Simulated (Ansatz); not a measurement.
`Cc1cc(-c2sc(-c3sc(-c4sc(-c5sc(-c6sc(S)cc6C)cc5C)cc4C)cc3C)cc2C)sc1S`, relaxed as a singlet with RKS PBE-D4/def2-SVP in Ansatz, starting from the GFN2-xTB geometry. Force threshold 0.03 eV/Å.

Single mean-field runs in def2-SVP are fitted with def2-universal-jkfit.

Start:

Cartesian coordinates in Å:
```
C 0.919 10.551 -0.066
C 1.693 9.465 0.602
C 1.613 8.104 0.250
C 2.390 7.266 1.011
C 2.498 5.854 0.884
S 1.694 5.087 -0.461
C 2.177 3.507 0.086
C 1.730 2.315 -0.544
S 1.968 0.794 0.278
C 1.067 -0.061 -0.942
C 0.711 -1.430 -0.807
S -0.610 -2.044 -1.772
C -0.567 -3.574 -0.943
C -1.538 -4.590 -1.144
S -1.597 -5.906 0.002
C -3.003 -6.581 -0.767
C -3.672 -7.734 -0.272
S -5.057 -8.343 -1.155
C -5.296 -9.587 0.021
S -6.617 -10.723 -0.163
C -4.370 -9.530 1.019
C -3.442 -8.479 0.866
C -2.351 -8.221 1.848
C -3.357 -5.825 -1.860
C -2.551 -4.699 -2.079
C -2.793 -3.730 -3.186
C 0.456 -3.589 -0.022
C 1.180 -2.393 0.067
C 2.314 -2.194 1.015
C 0.661 0.805 -1.930
C 1.030 2.141 -1.724
C 0.685 3.235 -2.675
C 2.933 3.609 1.231
C 3.126 4.921 1.689
C 3.897 5.251 2.923
S 3.263 8.181 2.214
C 2.557 9.662 1.646
S 2.950 11.208 2.386
H 0.797 10.328 -1.123
H -0.070 10.640 0.385
H 1.429 11.505 0.042
H 0.996 7.740 -0.553
H -6.355 -11.378 0.967
H -4.351 -10.216 1.848
H -2.431 -7.214 2.257
H -1.374 -8.307 1.374
H -2.407 -8.935 2.666
H -4.199 -6.076 -2.481
H -3.160 -2.783 -2.791
H -1.873 -3.527 -3.733
H -3.533 -4.127 -3.875
H 0.668 -4.452 0.585
H 3.143 -1.684 0.527
H 2.657 -3.154 1.392
H 1.998 -1.580 1.860
H 0.092 0.471 -2.781
H 1.561 3.842 -2.900
H -0.070 3.892 -2.243
H 0.295 2.816 -3.598
H 3.333 2.743 1.730
H 4.766 5.865 2.686
H 3.278 5.810 3.625
H 4.237 4.339 3.406
H 3.884 10.727 3.202
```

Task: Estimate the energy that the relaxation releases and the steps that it takes.

Result: 18.3 kcal/mol, in 40 steps; 2.8 min on 4 threads of AMD EPYC 7R13 on a shared host and a share (37 GiB) of an NVIDIA H100 80GB HBM3. The force fell under the threshold at step 23, but the optimiser went on and released 0.033 eV more. No frequencies were taken in this run, so the end may be a saddle point.

Task: Does the start keep its bonding and symmetry?

Result: By distances, no bond broke or formed. The bond that changes most is S38–H64, from 1.33 to 1.37 Å (atoms count from 1).

Task: Predict the relaxed structure.

Result: 
```xyz
64

C     2.194   10.901   -0.792
C     2.742    9.753    0.003
C     2.247    8.420   -0.074
C     2.901    7.501    0.751
C     2.636    6.087    0.877
S     1.431    5.368   -0.175
C     1.653    3.774    0.525
C     0.907    2.622    0.091
S     1.176    1.097    0.918
C     0.015    0.252   -0.091
C    -0.272   -1.150    0.062
S    -1.377   -1.905   -1.074
C    -1.239   -3.470   -0.294
C    -1.951   -4.634   -0.752
S    -1.782   -6.126    0.156
C    -2.843   -7.004   -0.930
C    -3.160   -8.400   -0.751
S    -4.231   -9.175   -1.909
C    -4.183  -10.689   -1.041
S    -4.971  -12.144   -1.644
C    -3.350  -10.595    0.062
C    -2.759   -9.310    0.243
C    -1.839   -8.986    1.385
C    -3.290   -6.146   -1.938
C    -2.805   -4.817   -1.856
C    -3.170   -3.746   -2.844
C    -0.363   -3.374    0.791
C     0.189   -2.088    1.007
C     1.150   -1.782    2.119
C    -0.536    1.145   -1.014
C    -0.052    2.474   -0.928
C    -0.523    3.580   -1.828
C     2.629    3.836    1.524
C     3.191    5.121    1.735
C     4.255    5.393    2.759
S     4.163    8.317    1.657
C     3.804    9.852    0.904
S     4.670   11.303    1.412
H     2.309   10.724   -1.882
H     1.110   11.042   -0.598
H     2.720   11.841   -0.534
H     1.412    8.130   -0.728
H    -6.263  -11.699   -1.558
H    -3.178  -11.442    0.741
H    -2.247   -8.178    2.030
H    -0.844   -8.639    1.031
H    -1.678   -9.876    2.022
H    -3.969   -6.482   -2.735
H    -3.702   -2.900   -2.359
H    -2.273   -3.318   -3.339
H    -3.831   -4.151   -3.634
H    -0.121   -4.237    1.428
H     2.137   -1.448    1.732
H     1.320   -2.677    2.747
H     0.776   -0.970    2.777
H    -1.293    0.836   -1.749
H     0.315    4.037   -2.395
H    -1.004    4.401   -1.255
H    -1.262    3.202   -2.560
H     2.937    2.952    2.100
H     5.201    5.738    2.290
H     3.947    6.186    3.474
H     4.481    4.479    3.342
H     5.742   11.197    0.566
```
Bond lengths: 29 × C–C 1.39 to 1.50 Å; 14 × C–S 1.75 to 1.76 Å; 24 × C–H 1.10 to 1.11 Å; 2 × H–S 1.37 Å.
